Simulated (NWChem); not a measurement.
GaCl₄ anion; SMILES [Cl][Ga-]([Cl])([Cl])[Cl]

Not confirmed as a minimum by frequencies.

Task: Give the equilibrium geometry at B3LYP/def2-SVPD (NWChem) as an XYZ file, with the point group.

Result: point group Td; any orientation.
```
5

Ga     0.0000     0.0000     0.0000
Cl    -1.2920     1.2920    -1.2921
Cl     1.2920    -1.2920    -1.2921
Cl     1.2920     1.2920     1.2921
Cl    -1.2920    -1.2920     1.2921
```
